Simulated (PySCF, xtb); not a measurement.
CH₅FO₂Si₂, SMILES [Si@H](F)([SiH3])C(=O)O. Other conformers were not sampled.

Harmonic wavenumbers (cm⁻¹) from GFN2-xTB (xtb) at its own minimum, in rising order: 7, 13, 69, 140, 147, 244, 396, 443, 467, 473, 496, 620, 665, 697, 708, 776, 787, 795, 804, 1120, 1215, 1748, 2227, 2245, 2254, 2285, 3367.

Problem. What does PBE-D3(BJ)/def2-SVP (PySCF) give at its own minimum? (Estimate from the structure and the level; the computed values follow.)

Solution. 35, 77, 94, 138, 163, 283, 368, 412, 448, 498, 549, 674, 705, 743, 782, 828, 870, 895, 903, 1123, 1299, 1740, 2160, 2170, 2178, 2183, 3533. Paired by order, the mean absolute difference is 54 cm⁻¹ and the zero-point energies are 36.0 and 37.0 kcal/mol.
